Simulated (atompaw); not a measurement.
# u(r) = r·R(r): atom against pseudo-atom (hydrogen)

Columns: radius, all-electron u(r) and pseudo u(r) of the 1s shell (level -6.35 eV) of hydrogen in the configuration 1s1; LDA (PW92), scalar-relativistic, PAW (atompaw) scheme, atompaw 4.2.0.5.

| r (bohr) | all-electron | pseudo |
| --- | --- | --- |
| 0.065 | 0.1128 | 0.0688 |
| 0.131 | 0.2128 | 0.1377 |
| 0.196 | 0.2983 | 0.2040 |
| 0.262 | 0.3733 | 0.2688 |
| 0.327 | 0.4367 | 0.3295 |
| 0.392 | 0.4907 | 0.3864 |
| 0.458 | 0.5371 | 0.4398 |
| 0.523 | 0.5752 | 0.4876 |
| 0.588 | 0.6067 | 0.5304 |
| 0.654 | 0.6326 | 0.5683 |
| 0.719 | 0.6529 | 0.6003 |
| 0.785 | 0.6687 | 0.6273 |
| 0.850 | 0.6801 | 0.6487 |
| 0.915 | 0.6879 | 0.6650 |
| 0.981 | 0.6925 | 0.6767 |
| 1.046 | 0.6942 | 0.6840 |
| 1.112 | 0.6934 | 0.6873 |
| 1.177 | 0.6904 | 0.6872 |
| 1.242 | 0.6855 | 0.6842 |
| 1.308 | 0.6789 | 0.6786 |
| 1.373 | 0.6709 | 0.6711 |
| 1.438 | 0.6617 | 0.6619 |
| 1.504 | 0.6513 | 0.6514 |
| 1.569 | 0.6401 | 0.6402 |
| 1.635 | 0.6280 | 0.6280 |
| 1.700 | 0.6155 | 0.6155 |

Q: How many radial nodes do the two functions have?

A: The all-electron 1s function has n − l − 1 = 0; the pseudo-wave has 0.

Q: Is the pseudo-wave norm-conserving?

A: No, it belongs to a PAW set: the norm inside the radius is not constrained, and the difference is carried by the augmentation charge.
